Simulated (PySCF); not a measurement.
# TDDFT excited states: Sb4H4

Compound: cyclo-(SbH)4.
Geometry (PBE0-D3(BJ)/def2-SVP, Å), atoms numbered from 1 in this order:
```
atom  x, y, z in Å
Sb1    0.619   -1.401    1.325
Sb2    1.887    0.749   -0.076
Sb3   -0.659    1.526   -1.129
Sb4   -1.779   -0.921   -0.160
H5     0.085   -0.288    2.523
H6     2.118   -0.285   -1.432
H7    -1.037    2.282    0.370
H8    -1.096   -1.749   -1.505
```

Level of theory: TDDFT CAM-B3LYP/def2-SVPD, vertical, gas phase, core orbitals frozen in the response, def2 core potentials past Kr in PySCF. Spin–orbit coupling is left out.

Problem. Predict the UV-vis stick spectrum at this level.

Solution. 

```tsv
state	λ (nm)	E (eV)	f	symmetry	main configurations (H = HOMO, L = LUMO)
S1	408.0	3.04	0.0000	–	H-1/H→L/L+1 (≥85%)
S2	399.5	3.10	0.0000	–	H-1/H→L/L+1 (≥75%)
S3	376.4	3.29	0.0000	–	H-1/H→L/L+1 (≥75%)
S4	334.6	3.71	0.0055	B2	H-1/H→L/L+1 (≥85%)
S5	267.4	4.64	0.053	E	H-1/H→L+2 (≥65%), H-1/H→L+4 (≥26%)
S6	267.3	4.64	0.052	E	H-1/H→L+2 (≥65%), H-1/H→L+4 (≥26%)
S7	264.1	4.69	0.047	E	H-2→L/L+1 (≥61%), H-1/H→L+3 (≥22%)
S8	264.0	4.70	0.045	E	H-2→L/L+1 (≥60%), H-1/H→L+3 (≥24%)
S9	259.4	4.78	0.042	E	H-1/H→L+3 (≥70%), H-2→L/L+1 (≥13%)
S10	259.2	4.78	0.042	E	H-1/H→L+3 (≥72%), H-2→L/L+1 (≥14%)
```

Triplets (Tamm–Dancoff): T1 2.61 eV, H-1/H→L/L+1 (≥80%); T2 2.63 eV, H-1/H→L/L+1 (≥90%); T3 2.82 eV, H-1/H→L/L+1 (≥85%).

The lowest singlet comes at 408 nm (293 kJ/mol) in the visible; it is dark (f under 0.0005); its leading configuration is HOMO-1/HOMO→LUMO/LUMO+1 (≥85%). The strongest level in the table is S5/S6 at 4.64 eV (267 nm, f = 0.104 summed). S5/S6, S7/S8 and S9/S10 lie within about 0.01 eV of each other in each set; the point group D2d has degenerate representations, and within a degenerate level the listed configurations can mix freely. Löwdin shares by element: HOMO (one of a set within 0.03 eV) antimony 94%; LUMO (one of a set within 0.03 eV) antimony 94%. Weighted by f, the mean energy of these states is 4.68 eV. Of the 10 states listed, 6 reach f = 0.01 and 3 stay under 0.0005. Orbital energies (eV): HOMO-3 -9.14, HOMO-2 -8.60, HOMO-1 -7.14, HOMO -7.14, LUMO -1.15, LUMO+1 -1.15, LUMO+2 0.12. 2 computed singlets (S1 to S2) lie in the visible range (380 to 750 nm), S1 for one at 408 nm, dark in the vertical dipole picture (f under 0.0005); light of that wavelength is violet, and its complementary colour is yellow-green; a Tamm–Dancoff triplet lies at 475 nm, without intensity as long as spin–orbit coupling is left out. The vertical ionisation energy (ΔSCF) is 7.76 eV, 2.97 eV above S10. Symmetry labels in D2d follow from the direction of the transition dipole and are given only for states with f of 0.002 or more. Orbitals of the list HOMO-3 to LUMO+2 that lie within 0.01 eV of each other are written together with a slash and their weights summed (≥ marks a lower bound); for degenerate orbitals outside that list single weights are arbitrary. Singlets were solved by full linear response, triplets in the Tamm–Dancoff approximation.

Hardware: Arm Neoverse V2, one thread (shared host). Cost: 2.0 min wall (with the writing of density and orbital grids), 0.86 GiB resident at most.

One conformer stands for the species.
